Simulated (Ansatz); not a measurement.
Ansatz (a program for electronic structure) job for H2HfO2, SMILES [OH][Hf][OH] (connectivity only; charge and spin as stated), neutral, multiplicity 3, PBE0/def2-TZVPD. Geometry: PBE-D3(BJ)/def2-TZVP. The spin state was assumed, not searched. The def2 effective core potentials stand for the cores of Hf; spin–orbit coupling is left out. The values are those of a single conformer.

Ansatz 0.2 input:
```yaml
crystal:
  periodic: [false, false, false]
  atoms:
    - {symbol: Hf, position_ang: [0.00000000, 0.00000000, -0.11348510]}
    - {symbol: O, position_ang: [-0.00000000, -1.88006745, 0.39165067]}
    - {symbol: H, position_ang: [0.00000001, -2.66285925, 0.95225819]}
    - {symbol: O, position_ang: [-0.00000000, 1.88006745, 0.39165068]}
    - {symbol: H, position_ang: [0.00000000, 2.66285924, 0.95225819]}
basis:
  gaussian:
    orbitals: def2-TZVPD
hamiltonian:
  xc: {name: PBE0}
magnetization: {spin_polarized: true, initial_magnetization: 2}
```

It prints:

```
WARN ansatz: RAYON_NUM_THREADS=1 ignored (pool sized by the plan → 1); use --threads N
Functional definition: PBE0
integrals: 0.05 GiB planned
909 factors; their error is unknown
mean field: 0.61 GiB planned
mean field evaluation 1: about -5420.2164 eV, gradient 5.9e1 eV
mean field evaluation 2: about -5363.0189 eV, gradient 1.3e2 eV
mean field evaluation 4: about -5431.4632 eV, gradient 4.8e0 eV
mean field evaluation 8: about -5431.5831 eV, gradient 6.1e-2 eV
mean field evaluation 16: about -5431.6023 eV, gradient 1.1e-4 eV
mean field evaluation 32: about -5431.6023 eV, gradient 8.3e-6 eV
mean field -5431.60228066 eV, -199.6077021419 hartree, gradient 8.3e-6 eV, S^2 2.003836; 1 other end points of the search recorded, 0 dependent functions left out
reference -5431.60232199 eV, -199.6077036608 hartree; 16, 14 occupied and 125, 127 virtual orbitals, 909 factors
Total energy: -5431.60232199 eV, -199.6077036608 hartree
```

Self-consistency was reached.
